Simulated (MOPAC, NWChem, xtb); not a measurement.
## A ladder of methods for SbHF (SMILES [F][SbH])

SbHF: 3 atoms, total charge 0, spin state doublet. As SMILES, `[F][SbH]`. The shape is that of a PBE0-D4/def2-TZVP optimisation.

```
atom    x (Å)    y (Å)    z (Å)
   F  -0.8262   1.1003  -0.3412
  Sb  -0.3238  -0.7513  -0.2559
   H   1.1390  -0.4137   0.5838
```

Quantity: the dipole moment, in D. The values are calculated.

```json
{"level": "PM6", "kind": "semi-empirical", "program": "MOPAC", "value (D)": "3.29", "CPU time": "under 2 s"}
{"level": "GFN2-xTB", "kind": "semi-empirical", "program": "xtb", "value (D)": "3.13", "CPU time": "under 2 s"}
{"level": "GFN0-xTB", "kind": "semi-empirical", "program": "xtb", "value (D)": "4.82", "CPU time": "under 2 s"}
{"level": "GFN1-xTB", "kind": "semi-empirical", "program": "xtb", "value (D)": "3.94", "CPU time": "under 2 s"}
{"level": "UG96LYP/def2-SVP (core potential)", "kind": "GGA", "program": "NWChem", "value (D)": "2.23", "CPU time": "6.7 s"}
{"level": "U-revPBE0/6-31G*/LANL2DZ (core potential, spherical functions)", "kind": "global hybrid", "program": "NWChem", "value (D)": "2.47", "CPU time": "0.93 s"}
{"level": "UTPSSh/def2-SVP (core potential)", "kind": "hybrid meta-GGA", "program": "NWChem", "value (D)": "2.33", "CPU time": "6.7 s"}
{"level": "UTPSSh/def2-TZVP (core potential)", "kind": "hybrid meta-GGA", "program": "NWChem", "value (D)": "2.35", "CPU time": "22 s"}
{"level": "UTPSSh/def2-TZVPP (core potential)", "kind": "hybrid meta-GGA", "program": "NWChem", "value (D)": "2.35", "CPU time": "25 s"}
{"level": "UTPSSh/def2-QZVPP (core potential)", "kind": "hybrid meta-GGA", "program": "NWChem", "value (D)": "2.28", "CPU time": "2.3 min"}
```

The values span 2.23 to 4.82 D. Magnitudes only. CPU times are rough (shared hosts, several kinds of processor): they show what a rung costs within a factor of a few.
